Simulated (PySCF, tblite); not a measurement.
Give a GFN2-xTB geometry of InChI=1S/C5H15P3/c1-2-8(5-7)4-3-6/h2-7H2,1H3.

```
atom  x, y, z in Å
C1    -2.243   -2.011    0.179
C2    -2.016   -0.552   -0.191
P3    -0.614    0.219    0.767
C4    -0.587    1.839   -0.160
P5     0.522    3.003    0.780
C6     0.804   -0.637   -0.088
C7     2.144    0.004    0.236
P8     3.604   -0.947   -0.415
H9    -3.126   -2.399   -0.327
H10   -2.389   -2.112    1.252
H11   -1.392   -2.624   -0.108
H12   -2.911    0.029    0.052
H13   -1.827   -0.448   -1.265
H14   -1.603    2.240   -0.200
H15   -0.210    1.704   -1.178
H16   -0.346    3.149    1.858
H17    0.050    4.169    0.177
H18    0.629   -0.649   -1.170
H19    0.797   -1.672    0.270
H20    2.273    0.101    1.319
H21    2.205    1.014   -0.182
H22    3.045   -1.209   -1.668
H23    3.186   -2.186    0.073
```

Orientation and origin are arbitrary. Atoms count from 1 in this order. Of the pairs four or more bonds apart, P5···H21 is among the closest relative to their van der Waals radii: 2.78 Å, 93 % of the sum of Bondi's values. P8 (phosphine phosphorus) is pyramidal (angles 95.5°, 95.5° and 91.6°, sum 282.6°, 0.81 Å off the plane of its three neighbours). P5 (phosphine phosphorus) is pyramidal (angles 95.9°, 94.9° and 92.1°, sum 282.8°, 0.81 Å off the plane of its three neighbours). P3 (phosphine phosphorus) is pyramidal (angles 99.2°, 98.4° and 96.5°, sum 294.1°, 0.91 Å off the plane of its three neighbours).

Bonds between heavy atoms (Å): C1–C2 1.523, C2–P3 1.865, P3–C4 1.866, C4–P5 1.863, P3–C6 1.864, C6–C7 1.521, C7–P8 1.860.

Structure optimised with GFN2-xTB, isolated species.

Point group: C1 (no symmetry element, even within 0.4 Å). Its GFN2-xTB frequencies are all real (lowest 51 cm⁻¹). The numbers are those of one conformer (C1–C2–P3–C4 173°, C2–P3–C4–P5 169°, P3–C4–P5–H -70° and -162°, C2–P3–C6–C7 167°, P3–C6–C7–P8 173°).

All values are computed, not measured.
